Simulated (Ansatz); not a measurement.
Reaction: BNH3 (SMILES [BH]N, doublet) → BNH3 (SMILES B[NH], doublet)
Each species at its own B3LYP-D3(BJ)/def2-TZVP minimum (Ansatz, a first-principles code).

Total energies in hartree (Ansatz). UHF or UKS for unpaired electrons; spin-orbit terms are left out. Correlated methods leave the cores frozen. No relativity.

```tsv
species	HF/cc-pVTZ	CCSD(T)/cc-pVTZ	HF/cc-pVQZ	CCSD(T)/cc-pVQZ	CCSDT(Q)/cc-pVTZ
1: BNH3 (SMILES [BH]N, doublet)	-80.88542	-81.21302	-80.89150	-81.23720	-81.21407
2: BNH3 (SMILES B[NH], doublet)	-80.87260	-81.19622	-80.87879	-81.22002	-81.19794
```

Problem. Work out the isomerisation energy (electronic) in kcal/mol: take Hartree-Fock from cc-pVQZ, extrapolate the CCSD(T) correlation energy as X^-3 (X = 3, 4), and add CCSDT(Q) - CCSD(T) in cc-pVTZ. 1 hartree = 627.51 kcal/mol.

Solution. 
Species 1: correlation (64·(-0.34570) - 27·(-0.32760))/37 = -0.35891; step -0.00105; E1 = -80.89150 + (-0.35891) + (-0.00105) = -81.25146
Species 2: correlation (64·(-0.34123) - 27·(-0.32362))/37 = -0.35408; step -0.00172; E2 = -80.87879 + (-0.35408) + (-0.00172) = -81.23459
-1·E1 +1·E2 = 0.01687 hartree = 10.6 kcal/mol.
